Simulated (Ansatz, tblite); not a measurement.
Forces on (NaH)4 ring (Na4H4) at its PBE-D4/def2-SVP geometry. Total charge 0; singlet.

The xTB rows come from tblite.

GFN1-xTB (tblite), largest force 0.24 eV/Å:

```xyz
8
positions Å, forces eV/Å
Na    2.556   -0.229   -0.166   -0.237    0.021    0.013
H     2.075    0.231    1.761   -0.106   -0.012   -0.090
Na    0.203    0.536    2.507   -0.021   -0.049   -0.232
H    -1.776    0.577    2.018    0.094   -0.030   -0.107
Na   -2.556    0.228    0.166    0.237   -0.021   -0.013
H    -2.075   -0.231   -1.761    0.106    0.012    0.090
Na   -0.203   -0.535   -2.507    0.021    0.049    0.232
H     1.776   -0.577   -2.018   -0.094    0.030    0.107
```

GFN2-xTB (tblite), largest force 0.68 eV/Å:

```
Na -0.273 0.023 0.013
H -0.511 -0.057 -0.434
Na -0.026 -0.057 -0.267
H 0.437 -0.142 -0.497
Na 0.273 -0.023 -0.013
H 0.511 0.057 0.434
Na 0.026 0.057 0.267
H -0.437 0.142 0.497
```

r2SCAN-D4/def2-TZVP (Ansatz), largest force 0.02 eV/Å:

```
Na 0.019 -0.002 -0.001
H 0.011 0.001 0.009
Na 0.001 0.004 0.019
H -0.008 0.002 0.009
Na -0.019 0.002 0.001
H -0.011 -0.001 -0.009
Na -0.001 -0.004 -0.019
H 0.008 -0.002 -0.009
```
